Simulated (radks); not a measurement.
Problem. Tb I, configuration [Xe] 4f9 6s2. Method: Dirac Kohn-Sham, PBEsol, spin-unpolarised, spherical densities, point nucleus; open shells fill j = l - 1/2 first; computed with a radial shooting solver on a logarithmic mesh with Libxc functionals.

Spin-orbit splittings of the eigenvalues, e(l+1/2) - e(l-1/2), with zeta = 2 splitting/(2l+1) and mean radii in bohr:

shell  occ.  splitting (eV)  zeta (eV)  <r> j=l-1/2  <r> j=l+1/2
2p        6               ?          ?      0.07591      0.08285
3p        6           154.0      102.7       0.2287       0.2419
3d       10           33.61      13.44       0.2141       0.2182
4p        6           34.34      22.89       0.5529       0.5832
4d       10           6.200      2.480       0.6179       0.6287
4f        9          0.7815     0.2233       0.9016       0.9248
5p        6           4.385      2.924        1.502        1.608

Estimate the 2p splitting.

Solution. 746.2 eV (zeta = 497.4 eV).
